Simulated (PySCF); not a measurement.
## Correlation energy of B (boron, neutral)

[He] 2s2 3d1, 2D determinant (an excited configuration). Calculation: PySCF 2.14, in dyall-av3z (15s9p3d2f, 71 functions); the non-relativistic Hamiltonian (point nucleus). Frozen: 1s2; 3 electrons correlated; the 13 highest virtual orbitals of each spin left out.

```
  level  correlation energy (mhartree)
   CCSD                         -56.16
    (T)                          -4.73
CCSD(T)                         -60.89
```

Diagnostics: T1 = 0.031, D1 = 0.0676, largest double amplitude 0.344.

The outer electron is Rydberg-like, and this basis confines it to a smaller radius and binds it less than a complete one would. T1 exceeds 0.03, a sign that the reference determinant is poor. A double-excitation amplitude exceeds 0.15, a sign of near-degeneracy.

Cost of the coupled-cluster step: about 11 core-seconds, for 3 correlated electrons.
